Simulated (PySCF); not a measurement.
## Two-component Hartree-Fock for Ni⁻ (nickel, charge -1)

Start: [Ar] 3d9 4s2; 3d3/2 filled at m_j = -3/2, -1/2, +1/2, +3/2; 3d5/2 filled at m_j = -3/2, -1/2, +1/2, +3/2, +5/2. Calculated with PySCF 2.14 in x2c-SVPall-2c with one added diffuse shell each of s, d type (6s5p4d1f, 48 functions): generalised Hartree-Fock with the X2C-1e Hamiltonian and a Gaussian nucleus; one run each with spin-orbit coupling (SO) switched off, then screened by Boettger's factors.

```
spinor shell  electrons  ε, spin-free (eV)  ε, screened SO (eV)  weight of nominal j (screened SO)  rms radius, screened SO (bohr)
       1s1/2          2            -8388.5              -8388.4                              1.000                          0.0625
       2s1/2          2            -1038.6              -1038.5                              1.000                           0.265
       2p1/2          2            -888.23              -900.51                              0.999                           0.236
       2p3/2          4            -888.23              -882.19                              1.000                           0.239
       3s1/2          2            -124.68              -124.67                              1.000                           0.799
       3p1/2          2            -78.832              -81.468                              0.943                           0.850
       3p3/2          4            -78.832              -77.522                              0.971                           0.857
       3d3/2          4             -6.845               -7.446                              0.794                            1.23
       3d5/2          5             -6.845               -6.371                              0.835                            1.27
       4s1/2          2             -0.567               -0.567                              1.000                            5.16
```

```csv
quantity,spin-free,screened SO
E (hartree),-1518.78045,-1518.80832
M_J,5/2,5/2
⟨J²⟩,8.788,8.789
⟨L²⟩,6.011,6.013
⟨S²⟩,0.777,0.779
```

The basis lacks diffuse functions for the outer shell of this anion, so its levels lie too high.

Each row is a mean over spinors that exchange with the open shell spreads, by up to 6.716 eV (3p3/2).

Rows whose weight is well below 1 are mixtures of j = l ± 1/2: exchange outweighs spin-orbit coupling there, and the label is only the starting occupation.

Without spin-orbit coupling the j labels of p, d and f shells carry no meaning; the spin-free column gives the mean over the occupied spinors of each nl shell.
